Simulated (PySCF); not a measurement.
Atoms are numbered as in `[CH3:1][B:2]([Cl:3])[PH:4][SiH3:5]`. Each H is labelled by its parent atom.

Geometry: PBE0-D3(BJ)/def2-SVP; GIAO shifts from PySCF 2.14.0 with density-fitted response routines, gas phase, non-relativistic, averaged over equivalent atoms.

At OPBE/pcSseg-2 (299 basis functions, 81 s wall time on 1 thread of an Intel Xeon Platinum 8259CL, shared host):
```tsv
atoms	δ (ppm)
C1	19.0
B2	81.2
Cl3	292.4
P4	-208.4
Si5	-75.7
H(Si5)	4.25
H(P4)	3.02
H(C1)	1.34
```

δ = σ(ref) − σ, references computed at the same level: 13C (184.41 ppm) and 29Si (355.55 ppm) and 1H (31.20 ppm) against TMS; 11B (97.73 ppm) against BF3·OEt2; HCl for 35Cl (944.38 ppm); H3PO4 for 31P (312.45 ppm).

Predict the values at BHandHLYP/pcSseg-2 on the same geometry.

Results:


```csv
atoms,δ at BHandHLYP/pcSseg-2,change
C1,17.2,-1.8
B2,91.1,+9.9
Cl3,231.8,-60.6
P4,-199.9,+8.5
Si5,-75.4,+0.3
H(Si5),4.03,-0.22
H(P4),2.51,-0.51
H(C1),1.21,-0.13
```

Chemical shifts δ = σref − σ; 13C (σref 184.26), 29Si (σref 345.75), 1H (σref 31.45) against TMS; BF3·OEt2 for 11B (σref 103.56); 35Cl (σref 935.37) vs HCl; H3PO4 for 31P (σref 303.59), all at this level.

The largest change is at Cl3 (chlorine bonded to B). Cost: 299 basis functions, 63 s wall time on 1 thread of an Intel Xeon Platinum 8259CL, shared host.

A carbon bonded to boron is broadened by the quadrupolar boron nucleus and is often missing from a measured spectrum. Experimental scales use liquid or dissolved standards, which lie at an offset from isolated H3PO4.
